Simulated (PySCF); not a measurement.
## What the settings do

Molecule: `C=CC(=C)C(C)C`, C$_{7}$H$_{12}$; geometry GFN2-xTB.

Geometry (Å), atoms numbered from 1 in this order:
```xyz
19

C    -2.121    1.397   -0.184
C    -1.890    0.197    0.335
C    -0.625   -0.532    0.361
C    -0.583   -1.722    0.959
C     0.593    0.117   -0.257
C     1.649   -0.883   -0.722
C     1.204    1.096    0.752
H    -1.362    1.991   -0.665
H    -3.102    1.840   -0.144
H    -2.712   -0.330    0.804
H     0.313   -2.312    1.025
H    -1.462   -2.153    1.411
H     0.264    0.680   -1.136
H     1.205   -1.641   -1.363
H     2.125   -1.375    0.123
H     2.423   -0.365   -1.285
H     2.047    1.621    0.307
H     0.468    1.828    1.075
H     1.555    0.556    1.629
```

All runs: PySCF, non-relativistic, gas phase unless a solvent (IEF-PCM) is named; grid level 2, GIAOs and SCF threshold 1e-9 unless changed. The yardstick, PBE0/pcSseg-1, gives these isotropic shieldings σ (ppm, equivalent atoms averaged): C2 39.3, C4 65.6, C5 156.0, C6/C7 162.1, H11 26.38, H13 29.14, H14/H15/H16/H17/H18/H19 30.55.

Q: What do these inputs give? (1) wB97X/cc-pVDZ; grid level 1; conv 1e-08; (2) solvent dichloromethane; wB97X/pcSseg-1

A: 
```tsv
run	outcome	functions	wall time	C2	C4	C5	C6/C7	H11	H13	H14/H15/H16/H17/H18/H19
1	converged	158	14 s	61.1	85.2	170.8	177.1	26.57	29.27	30.70
2	converged	179	21 s	41.4	67.2	160.0	165.2	26.32	29.25	30.61
```

Times are on 1 thread of an Intel Xeon 6975P-C, shared host.

Q: Comment on the technical settings.

A: 
- Run 1: The functional and orbital basis differ from the yardstick's, which in itself moves the values. Grid level 1 is coarse; it adds numerical noise and can break the equality of equivalent atoms.
